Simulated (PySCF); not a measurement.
1,1-difluorobuta-1,2-diene (C₄H₄F₂), SMILES CC=C=C(F)F. Geometry: PBE-D3(BJ)/def2-SVP.

All values below come from PBE-D3(BJ)/def2-SVP in PySCF.

Harmonic wavenumbers (cm⁻¹): 118, 119, 165, 260, 429, 519, 548, 589, 753, 801, 953, 1002, 1072, 1223, 1231, 1327, 1390, 1399, 1486, 2063, 2964, 3017, 3036, 3091. Rotational constants (GHz): 8.421, 1.749, 1.566; symmetry number 1.

Question: Work out the zero-point energy and the ideal-gas rigid-rotor harmonic-oscillator thermochemistry at 298.15 K and 1 atm.

Answer: ZPE = ½ Σ hcν = ½ × 29557 cm⁻¹ = 176.79 kJ/mol. H − E(el) = 196.37 kJ/mol. Entropy in J/(mol K): translation 164.88, rotation 113.12, vibration 57.61, total 335.60. G − E(el) = 96.31 kJ/mol. Cp = 98.61 J/(mol K). Modes under 150 cm⁻¹ make the vibrational entropy uncertain.
